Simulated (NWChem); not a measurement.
System: CH₃FO₃Si; SMILES O=C(O)[Si@H](O)F

Input file for NWChem:

```
start job
memory heap 200 mb stack 900 mb global 1100 mb
geometry units angstroms noautoz
  O      1.106530    -1.379306     0.629288
  C      0.107115    -1.041411     0.020724
  O     -0.827818    -1.918111    -0.397485
  Si    -0.198435     0.812210    -0.376190
  O      1.280217     1.492127    -0.168026
  F     -1.279932     1.340442     0.692789
  H     -0.540314    -2.810369    -0.109745
  H     -0.707234     1.100861    -1.727918
  H      1.856243     0.958170     0.405450
end
basis spherical
  * library def2-tzvp
end
dft
  xc r2scan
  iterations 150
  semidirect filesize 400000000
  mulliken
end
task dft energy
```

Geometry: optimised at B3LYP/6-31G* (spherical d).

Question: What results follow from this input? (r2SCAN/def2-TZVP.) Quantities: energy (Ha); highest occupied level (eV); orbital gap (eV); dipole (D).

Answer: 
```yaml
energy (Ha): -655.03
highest occupied level (eV): -7.15
orbital gap (eV): 4.95
dipole (D): 1.85
```
